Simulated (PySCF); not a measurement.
Cu2I4, multiplicity 3. Atoms are numbered in the order given.

```xyz
6

Cu     0.4555     1.5305     0.0000
Cu    -0.4555    -1.5305     0.0000
I     -1.9649     0.5437     0.0000
I      1.9649    -0.5437     0.0000
I      0.1732     3.9648     0.0000
I     -0.1732    -3.9648     0.0000
```
Charge 0, spin multiplicity 3.

Geometry optimised at B3LYP-D3(BJ)/def2-SVP. The multiplicity is an assumed one; other spin states were not compared. The def2 effective core potentials stand for the cores of I; spin–orbit coupling is left out.

All values below come from PBE/def2-TZVP in PySCF.

Atomic charges (e):

```
atom  Löwdin    Mulliken  Mulliken spin
----  ------  ----------  -------------
Cu1    -0.72  (withheld)           0.26
Cu2    -0.72  (withheld)           0.26
I3      0.45  (withheld)           0.30
I4      0.45  (withheld)           0.30
I5      0.26  (withheld)           0.45
I6      0.26  (withheld)           0.45
```

**Question.** Some entries are withheld; supply them. (An estimate is asked for; the answer gives what the named calculation found.)

**Answer.** 
- Cu1, Mulliken: 0.06
- Cu2, Mulliken: 0.06
- I3, Mulliken: -0.03
- I4, Mulliken: -0.03
- I5, Mulliken: -0.04
- I6, Mulliken: -0.03
